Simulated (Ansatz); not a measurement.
`[CH2]1C[SiH2][AlH]1`, relaxed with RKS PBE0-D4/def2-TZVP in the Gaussian-basis code of Ansatz from a PBE-D4/def2-SVP geometry. The force threshold is 0.005 eV/Å; the program also tests the step.

Total charge 0; spin multiplicity 1.

Start:

```xyz
11

C     0.303    0.015   -1.230
C     0.959    0.296    0.159
Si   -0.519    0.221    1.422
Al   -1.278   -1.003   -0.551
H     0.997   -0.410   -1.986
H    -0.081    0.965   -1.671
H     1.657   -0.526    0.430
H     1.549    1.237    0.198
H    -0.170   -0.275    2.806
H    -1.145    1.589    1.583
H    -2.273   -2.110   -1.160
```

(1) By how much does the energy fall, and how many steps does the optimiser take? (An estimate is asked.)

(2) Which bonds change most? (Estimate.)

(3) Give the relaxed structure. (An estimate is asked.)

Results:

(1) Computed: 0.87 kcal/mol, in 5 steps.

(2) The calculation gave: C2–Si3 from 1.946 to 1.920 Å; C1–Al4 from 2.000 to 1.979 Å; Si3–H10 from 1.514 to 1.495 Å; Si3–H9 from 1.510 to 1.492 Å.

(3) The calculation gave: 
```xyz
11

C     0.296    0.016   -1.219
C     0.951    0.292    0.163
Si   -0.511    0.227    1.406
Al   -1.263   -1.000   -0.545
H     0.983   -0.396   -1.962
H    -0.086    0.955   -1.643
H     1.632   -0.526    0.424
H     1.539    1.214    0.192
H    -0.170   -0.265    2.773
H    -1.129    1.578    1.568
H    -2.243   -2.096   -1.157
```
